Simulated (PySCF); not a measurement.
**Vertical excitation energies**

Compound: [NbOF4]- (charge -1 and singlet state).
SMILES: `[O]=[Nb-]([F])([F])([F])[F]`

Level of theory: PySCF 2.14.0, density-fitted response routines, TDDFT PBE0/def2-SVPD, vertical, gas phase, core orbitals frozen in the response, def2 core potentials past Kr. Geometry: PBE0-D3(BJ)/def2-SVP; no solvent, vibrations or thermal averaging. Spin–orbit coupling is left out. The geometry's basis has no diffuse functions, a weakness for an anion.

```tsv
state	E (eV)	E (hartree)	f	symmetry	main configurations (H = HOMO, L = LUMO)
S1	5.99	0.2202	0.0016	–	H-1/H→L (100%)
S2	5.99	0.2202	0.0016	–	H-1/H→L (100%)
S3	6.44	0.2368	0.0000	–	H-2→L (99%)
S4	7.04	0.2588	0.0000	–	H-1/H→L+2 (≥45%), H-1/H→L+3 (≥45%)
S5	7.14	0.2624	0.0000	–	H-3→L (55%), H-1/H→L+2 (≥21%), H-1/H→L+3 (≥21%)
S6	7.30	0.2683	0.0000	–	H-1/H→L+3 (≥46%), H-1/H→L+2 (≥46%)
S7	7.45	0.2739	0.0000	–	H-4→L (100%)
S8	7.52	0.2762	0.0000	–	H-3→L (41%), H-1/H→L+2 (≥26%), H-1/H→L+3 (≥25%)
S9	7.63	0.2805	0.0031	E	H-2→L+2 (85%)
S10	7.63	0.2806	0.0031	E	H-2→L+3 (85%)
```

Triplets (Tamm–Dancoff): T1 5.84 eV, H-1/H→L (100%); T2 5.84 eV, H-1/H→L (100%); T3 6.17 eV, H-1/H→L+2 (≥42%), H-1/H→L+3 (≥42%); T4 6.24 eV, H-2→L (96%).

The lowest singlet level (S1/S2) lies at 5.99 eV (207 nm, ultraviolet) and is very weak. The strongest level in the table is S9/S10 at 7.63 eV (162 nm, f = 0.0063 summed). It is the last of those listed, so stronger ones may follow. S1/S2 and S9/S10 lie within about 0.01 eV of each other in each set; the point group C4v has degenerate representations, and within a degenerate level the listed configurations can mix freely. For S1 the Löwdin share of niobium is 11% in HOMO and 73% in LUMO (ligand-to-metal charge transfer by this measure); for S9 the Löwdin share of niobium is 16% in HOMO-2 and 66% in LUMO+2. Orbital energies (eV): HOMO-3 -5.87, HOMO-2 -5.51, HOMO-1 -5.01, HOMO -5.01, LUMO 2.85, LUMO+1 3.93, LUMO+2 4.27. Of the 10 states listed, none reaches f = 0.01 and 6 stay under 0.0005. Weighted by f, the mean energy of these states is 7.08 eV. No computed singlet lies in the visible range (380 to 750 nm); the lowest, at 207 nm, stands 2.73 eV above its violet end (3.26 eV). No detachment energy is given for this anion; states above it aren't bound, and a finite basis only mimics them. Symmetry labels in C4v follow from the direction of the transition dipole and are given only for states with f of 0.002 or more. Orbitals of the list HOMO-3 to LUMO+2 that lie within 0.01 eV of each other are written together with a slash and their weights summed (≥ marks a lower bound); for degenerate orbitals outside that list single weights are arbitrary. Singlets were solved by full linear response, triplets in the Tamm–Dancoff approximation.
